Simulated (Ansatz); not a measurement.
BeF2, relaxed as a singlet with RKS PBE0-D4/def2-TZVP in Ansatz, starting from the GFN1-xTB geometry. Force threshold 0.02 eV/Å.

The structure comes from a short search, and lower isomers may exist.

Start:

```xyz
3

Be    0.008    0.003    0.001
F     0.394   -0.835   -1.025
F    -0.402    0.832    1.024
```

Task: Estimate the energy that the relaxation releases and the steps that it takes.

Result: 0.0 kJ/mol, in 3 steps; 0.8 s on 4 threads of Intel Xeon Platinum 8488C on a shared host. No frequencies were taken in this run, so the end may be a saddle point.

Task: Does the start keep its bonding and symmetry?

Result: By distances, no bond broke or formed. The bond that changes most is Be1–F2, from 1.38 to 1.38 Å (atoms count from 1). Point group D∞h at the start, D∞h at the end, both within 0.05 Å.

Task: Predict the relaxed structure.

Result: 
```xyz
3

Be    0.0029    0.0010    0.0003
F     0.3963   -0.8331   -1.0234
F    -0.3992    0.8321    1.0231
```
Bond lengths: 2 × Be–F 1.38 Å.
